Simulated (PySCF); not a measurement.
# C3H3, SMILES `[C]#CC` (charge 0, multiplicity 2)

All values below come from PBE-D3(BJ)/def2-TZVP // B3LYP-D3(BJ)/def2-TZVP (PySCF).

| Quantity | Result |
|---|---|
| highest occupied spin orbital | -6.58 eV |
| dipole moment | 2.77 D |
| total energy | -115.8212 Ha |
| cost | around 80 core-seconds (rough) |

```xyz
6

C      2.1727    -0.0568     0.1009
C      0.9512     0.0431    -0.1394
C     -0.4932     0.0133    -0.0250
H     -0.9352    -0.6678    -0.7554
H     -0.7745    -0.3420     0.9716
H     -0.9209     1.0101    -0.1526
```
Charge 0, spin multiplicity 2.
